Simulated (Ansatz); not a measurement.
Species: C5H6, charge 0, singlet. C5H6 (SMILES C#CC(=C)C).
B3LYP-D3(BJ)/def2-TZVP minimum from Ansatz (a program for electronic structure):
```xyz
11

C      2.0856    -0.4737     0.5095
C      0.9661    -0.1410     0.2221
C     -0.3803     0.1948    -0.1121
C     -0.7237     1.4527    -0.4049
C     -1.3655    -0.9454    -0.1112
H      3.0790    -0.7521     0.7615
H      0.0035     2.2525    -0.3982
H     -1.7455     1.7038    -0.6579
H     -1.0607    -1.7162    -0.8223
H     -1.4067    -1.4159     0.8734
H     -2.3627    -0.5964    -0.3765
```

Quantity: atomisation energy (electronic, to ground-state atoms), in kcal/mol. UHF or UKS for unpaired electrons; spin-orbit terms are left out. CBS(X,Y): correlation extrapolated as X^-3, Hartree-Fock from the larger set. A bracket is a step between two methods taken in the basis named. The functionals are non-relativistic, so their misses hold any scalar relativity. Double hybrids freeze cores in their MP2 part. 'core' is core correlation in cc-pwCVTZ, 'X2C' scalar relativity in cc-pVTZ-DK, both at CCSD(T). Where a partner has so few electrons that a lower coupled-cluster level is exact, that level stands in. The restricted determinant of C5H6 (C#CC(=C)C, singlet) is unstable towards broken spin symmetry in at least one set run.

CCSD(T)/CBS(cc-pVTZ,cc-pVQZ) + [CCSDT(Q) - CCSD(T)]/cc-pVDZ + core + X2C (Ansatz) gives 1153.0 kcal/mol.

Question: What does PBE/def2-TZVPD (Ansatz) give here, and how do the other levels compare?

Answer: PBE gives 1179.5 kcal/mol, 26.5 kcal/mol above it. Differences of the others: r2SCAN/def2-TZVPD (Ansatz) -1.4; PBE0/def2-TZVPD (Ansatz) 4.4; wB97M-V/def2-TZVPD (Ansatz) -2.6; B2PLYP/def2-TZVPD (Ansatz) -13.1; CCSD(T)/CBS(cc-pVTZ,cc-pVQZ) + core + X2C (Ansatz) -0.9 kcal/mol.
